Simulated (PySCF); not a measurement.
**Exercise with solution: refractive index and permittivity of the vapour**

Bi(OH)3 (BiH₃O₃), SMILES [OH][Bi]([OH])[OH].

Coordinates come from a r2SCAN-D4/def2-SVP optimisation. The def2 effective core potentials stand for the cores of Bi; spin–orbit coupling is left out. The values are those of a single conformer.

M06-2X/def2-TZVP (PySCF) gives a mean static polarisability of 50.3 bohr³ and a dipole moment of 1.61 D. Take an ideal gas at 298.15 K and 0.1 bar, whether or not the substance is that volatile.

Work out n − 1 in the optical limit and the static ε − 1.


Polarisability volume α' = 50.3 × 0.148185 = 7.45 Å³. Number density N = p/kT = 2.43e-6 Å⁻³.
Dilute limit of Lorentz–Lorenz: n − 1 = 2π N α' = 0.00011.
Orientation term of Debye: μ²/(3kT) = 8.098 Å³ × μ²(D²) = 20.99 Å³.
ε − 1 = 4π N (α' + μ²/3kT) = 0.00087. Orientation of the dipole supplies 74 % of the static response; it can't follow optical fields. Vibrational polarisation and dispersion are left out.
